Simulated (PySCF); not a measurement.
Two-component Hartree-Fock for Hg (mercury, neutral)

Start: [Xe] 4f14 5d10 6s2. Calculated with PySCF 2.14 in x2c-SVPall-2c (7s10p9d2f, 96 functions): generalised Hartree-Fock with the X2C-1e Hamiltonian and a Gaussian nucleus; one run each with spin-orbit coupling (SO) switched off, then screened by Boettger's factors.

```csv
spinor shell,electrons,"ε, spin-free (eV)","ε, screened SO (eV)",weight of nominal j (screened SO),"rms radius, screened SO (bohr)"
1s1/2,2,-83565.7,-83532.6,1.000,0.0187
2s1/2,2,-14965.1,-14954.8,1.000,0.0756
2p1/2,2,-12919.9,-14325.1,1.000,0.0639
2p3/2,4,-12919.9,-12371.6,1.000,0.0720
3s1/2,2,-3621.5,-3618.2,1.000,0.193
3p1/2,2,-3021.3,-3335.5,1.000,0.184
3p3/2,4,-3021.3,-2896.2,1.000,0.201
3d3/2,4,-2378.6,-2432.2,1.000,0.177
3d5/2,6,-2378.6,-2339.7,1.000,0.180
4s1/2,2,-834.06,-833.13,1.000,0.424
4p1/2,2,-633.87,-710.55,1.000,0.429
4p3/2,4,-633.87,-603.23,1.000,0.463
4d3/2,4,-390.87,-402.44,1.000,0.476
4d5/2,6,-390.87,-382.31,1.000,0.486
5s1/2,2,-138.92,-138.85,1.000,0.970
4f5/2,6,-119.62,-121.61,1.000,0.526
4f7/2,8,-119.62,-117.47,1.000,0.528
5p1/2,2,-82.639,-95.574,1.000,1.09
5p3/2,4,-82.639,-77.416,1.000,1.14
5d3/2,4,-16.528,-17.853,1.000,1.56
5d5/2,6,-16.528,-15.678,1.000,1.63
6s1/2,2,-8.928,-8.954,1.000,3.05
```

```csv
quantity,spin-free,screened SO
E (hartree),-19606.66975,-19638.41064
M_J,0,0
⟨J²⟩,0.000,0.000
⟨L²⟩,0.000,0.154
⟨S²⟩,0.000,0.154
```

Breit and QED terms are absent; they matter most for the inner s and p1/2 levels.

Densities and radii are taken from the X2C orbitals without a picture-change correction, which distorts them close to the nucleus.

Without spin-orbit coupling the j labels of p, d and f shells carry no meaning; the spin-free column gives the mean over the occupied spinors of each nl shell.
